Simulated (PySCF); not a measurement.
**A scan of NiF with bad points**

PBE0; basis Ni def2-TZVP, F def2-TZVP; no relativity; PySCF 2.14; doublet, unpaired electrons π ↑ requested.

| R (Å) | E (eV) | ⟨S²⟩ | ⟨Lz²⟩ | μ (D) |
| --- | --- | --- | --- | --- |
| 1.526 | 0.795 | 0.88 | 1.10 | -3.81 |
| 1.597 | 0.313 | 0.88 | 1.11 | -4.24 |
| 1.668 | 0.073 | 0.87 | 1.11 | -4.65 |
| 1.721 | 0.003 | 0.85 | 1.11 | -4.95 |
| 1.774 | 0.000 | 0.84 | 1.10 | -5.23 |
| 1.827 | 0.047 | 0.83 | 1.10 | -5.49 |
| 1.898 | 0.164 | 0.81 | 1.08 | -5.83 |
| 1.987 | 0.366 | 0.80 | 1.07 | -6.23 |
| 2.093 | 11.414 | 1.75 | 6.85 | -5.22 |
| 2.235 | 8.648 | 1.75 | 3.32 | -4.93 |

The run flagged 2.235 Å: there the SCF either missed its threshold or ended in another occupation than the one requested, so the fit leaves that out.
